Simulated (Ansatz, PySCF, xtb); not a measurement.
Breaking a bond: Co(CO)4(H), SMILES [O+]#[C-]->[CoH](<-[C-]#[O+])(<-[C-]#[O+])<-[C-]#[O+], singlet. The Co1–H10 bond (Co1 also carries C, C, C, C; H10 carries nothing else) is pulled apart rigidly from the PBE0/def2-SVP optimised geometry.

Levels: UKS-PBE0 = Ansatz (a program for electronic structure) with unrestricted PBE0/def2-SVP; GFN1-xTB (xtb); RKS-B3LYP/6-31G* = restricted B3LYP/6-31G*, spherical d (PySCF).

Energies are in kcal/mol, each relative to the lowest point of its own curve near equilibrium.

| R / Å | UKS-PBE0 | GFN1-xTB | RKS-B3LYP/6-31G* |
|---|---|---|---|
| 1.20 | 20.2 | 18.9 | 22.5 |
| 1.31 | 5.9 | 3.6 | 7.1 |
| 1.38 | ___ | 0.4 | 2.3 |
| 1.44 | 0.2 | 0.0 | ___ |
| 1.47 | 0.0 | 0.3 | 0.0 |
| 1.52 | 0.4 | ___ | 0.1 |
| 1.58 | 1.8 | ___ | 1.2 |
| 1.66 | ___ | 7.0 | 3.9 |
| 1.78 | 11.2 | 13.2 | 9.6 |
| 1.96 | 22.5 | 23.1 | 20.0 |
| 2.13 | 33.9 | 32.5 | 30.4 |
| 2.43 | 49.0 | 48.5 | 47.9 |
| 2.71 | 55.8 | 61.9 | 62.1 |
| 3.09 | ___ | 76.8 | 77.4 |
| 3.60 | 61.6 | 90.2 | 91.7 |
| 4.31 | 62.2 | 99.3 | 103.2 |

Question: Some entries are withheld; supply them.

Answer: 
- 1.38, UKS-PBE0: 1.7
- 1.44, RKS-B3LYP/6-31G*: 0.4
- 1.52, GFN1-xTB: 1.4
- 1.58, GFN1-xTB: 3.4
- 1.66, UKS-PBE0: 4.9
- 3.09, UKS-PBE0: 59.8

The unrestricted determinant behind UKS-PBE0 is spin-contaminated at 2.43 to 4.31 Å (<S²> up to 1.0, against 0.00 for a pure singlet). The restricted form behind RKS-B3LYP/6-31G* keeps the bonding electrons paired and can't separate into open-shell fragments.
